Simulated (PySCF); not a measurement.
## F⁺ (fluorine, charge +1): UHF calculation

Configuration: [He] 2s2 2p4, high-spin 3P determinant. All numbers are calculated (PySCF 2.14, the spin-free X2C one-electron Hamiltonian (Gaussian nucleus), in jorge-DZP-DKH (4s2p1d, 15 functions)).

```json
{
  "Total energy": "-98.907506 hartree",
  "One-electron energy": "-133.2565 hartree",
  "Hartree (Coulomb) energy": "44.0273 hartree",
  "Exchange energy": "-9.6784 hartree",
  "⟨S²⟩": "2.0039",
  "⟨L²⟩": "2.006",
  "Sum of ⟨r⟩": "6.174 bohr",
  "Sum of ⟨r²⟩": "7.177 bohr²",
  "Traceless quadrupole moment −½Σ⟨3z² − r²⟩ along its main axis": "-0.550 e·bohr²",
  "Langevin diamagnetic susceptibility": "-5.68 ×10⁻⁶ cm³/mol",
  "Time after the integrals": "0.04 s of wall time on 1 thread of Intel(R) Xeon(R) 6975P-C (shared host)"
}
```

| shell | electrons | mean orbital energy (hartree) | spread (hartree) | rms radius, mean of both spins (bohr) |
| --- | --- | --- | --- | --- |
| 1s α | 1 | -27.22847 | 0 | 0.204 |
| 1s β | 1 | -27.12211 | 0 | 0.204 |
| 2s α | 1 | -2.40418 | 0 | 1.06 |
| 2s β | 1 | -1.99858 | 0 | 1.06 |
| 2p α | 3 | -1.49862 | 0.11962 | 1.10 |
| 2p β | 1 | -1.30935 | 0 | 1.10 |
